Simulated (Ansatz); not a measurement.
Geometry optimisation, RKS B3LYP/def2-SVP (Ansatz).

Input:

```yaml
crystal:
  periodic: [false, false, false]
  atoms:
    - { symbol: Al, position_ang: [-1.208609, -0.465089, 0.992847] }
    - { symbol: O, position_ang: [-0.037866, -0.715991, -0.366279] }
    - { symbol: C, position_ang: [-0.133079, -0.464432, -1.743506] }
    - { symbol: H, position_ang: [-0.799185, -1.172069, 2.338199] }
    - { symbol: H, position_ang: [-2.540063, 0.343866, 0.719802] }
    - { symbol: H, position_ang: [1.409689, 0.807944, 0.493369] }
    - { symbol: Se, position_ang: [1.597829, 1.899126, 1.504516] }
    - { symbol: H, position_ang: [-0.120038, 0.620277, -1.975083] }
    - { symbol: H, position_ang: [0.727426, -0.921923, -2.264375] }
    - { symbol: H, position_ang: [-1.053879, -0.884885, -2.194918] }
    - { symbol: H, position_ang: [2.157673, 0.953177, 2.49543] }
basis:
  gaussian: { orbitals: def2-SVP }
hamiltonian:
  xc: b3lyp
relax:
  f_tol: 0.03
  max_steps: 50
```

Launched with:

```bash
$ ansatz run input.yaml --threads 2 --pin off --max-ram 3072MiB --backend cpu --events-out ev --progress --plain --runs-dir out
```

Task: Where does it end, and by what steps?

Result: It converged. After 10 steps the energy has fallen by 0.273 eV; H6 moved furthest, 0.69 Å. Joined: Al1–Se7 (3.71 → 2.87 Å).

| step | energy less start (eV) | largest force component (eV/Å) | accepted |
| --- | --- | --- | --- |
| 0 | 0.0000 | 1.292 | yes |
| 1 | -0.0985 | 0.717 | yes |
| 2 | -0.1642 | 0.266 | yes |
| 3 | -0.1763 | 0.625 | yes |
| 4 | -0.2275 | 0.269 | yes |
| 5 | -0.2478 | 0.142 | yes |
| 6 | -0.2640 | 0.161 | yes |
| 7 | -0.2683 | 0.147 | yes |
| 8 | -0.2714 | 0.057 | yes |
| 9 | -0.2721 | 0.034 | yes |
| 10 | -0.2731 | 0.026 | yes |

```xyz
11
Properties=species:S:1:pos:R:3
Al -0.863 -0.329 0.975
O -0.121 -0.845 -0.491
C -0.233 -0.572 -1.851
H -0.521 -1.222 2.239
H -2.143 0.614 0.914
H 1.972 1.179 0.637
Se 1.027 1.722 1.633
H -0.021 0.490 -2.095
H 0.487 -1.185 -2.426
H -1.242 -0.796 -2.251
H 1.659 0.945 2.716
```

Run time: 14 s on 2 threads of AMD EPYC 9R45 96-Core Processor (Zen 5), on a shared host, peak memory 0.29 GiB.
